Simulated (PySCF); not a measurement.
A geometry optimisation on `O=C1C=CC(=O)C=C1`.

Method: HF/def2-SVP geometry optimisation, gas phase (PySCF 2.14.0). Start geometry: GFN2-xTB. The input is one job of a driver script: a line of settings, then coordinates in Å.

Input:
```
{"job": {"xc": "HF", "basis": "def2-SVP", "grid": 1, "kind": "geom"}, "charge": 0, "multiplicity": 1}
O     -0.772482    -2.553600     0.048837
C     -0.421193    -1.391464     0.026319
C      1.002593    -1.000571     0.010245
C      1.389263     0.276505    -0.016335
C      0.421251     1.391384    -0.031762
O      0.772821     2.553385    -0.056297
C     -1.002444     1.000475    -0.014533
C     -1.389283    -0.276506     0.012822
H      1.714062    -1.814853     0.021180
H      2.432890     0.559430    -0.027872
H     -1.713514     1.814969    -0.025108
H     -2.432765    -0.559840     0.026476
```

Output:
```
step   0  E = -378.93909454  max force = 0.044457
step   1  E = -378.93940952  max force = 0.020653
step   2  E = -378.94096992  max force = 0.010773
step   3  E = -378.94152776  max force = 0.009641
step   4  E = -378.94213115  max force = 0.006122
step   5  E = -378.94238798  max force = 0.000821
step   6  E = -378.94241666  max force = 0.001293
step   7  E = -378.94241419  max force = 0.001985
step   8  E = -378.94243811  max force = 0.000267
step   9  E = -378.94243743  max force = 0.000506
step  10  E = -378.94243835  max force = 0.000093
optimisation converged
```

Energies in Eh; «max force» is the largest Cartesian gradient component in Eh/bohr.

Problem. Give the first gradient maximum in eV/Å.

Solution. With 1 Eh/bohr = 51.422 eV/Å, 2.286 eV/Å.

Problem. How much energy does the optimisation release, in kcal/mol?

Solution. E(step 0) − E(last step) = 0.003344 Eh, which is 2.1 kcal/mol.

Main results: final energy -378.94244 Eh after 10 steps; dipole 0.00 D.

Problem. Where do the atoms end?

Solution. 0.023 Å rms from the input after alignment:
```
atom  x, y, z in Å
O1    -0.7156   -2.3583    0.9211
C2    -0.3923   -1.2933    0.5039
C3     1.0360   -0.9639    0.2295
C4     1.3967    0.2250   -0.2354
C5     0.3924    1.2931   -0.5082
O6     0.7157    2.3581   -0.9254
C7    -1.0360    0.9639   -0.2337
C8    -1.3964   -0.2251    0.2312
H9     1.7501   -1.7507    0.4331
H10    2.4274    0.4819   -0.4402
H11   -1.7501    1.7507   -0.4372
H12   -2.4272   -0.4820    0.4360
```

Problem. Estimate the wall time. Hardware: Arm Neoverse V1, one thread, shared host with 32 logical CPUs at a one-minute load of 11. And the peak memory of the process?

Solution. About 32 s, with 0.53 GiB resident at the peak, the Python interpreter and its libraries included.
Labels such as C1 count atoms from 1, the log's own numbers from 0.
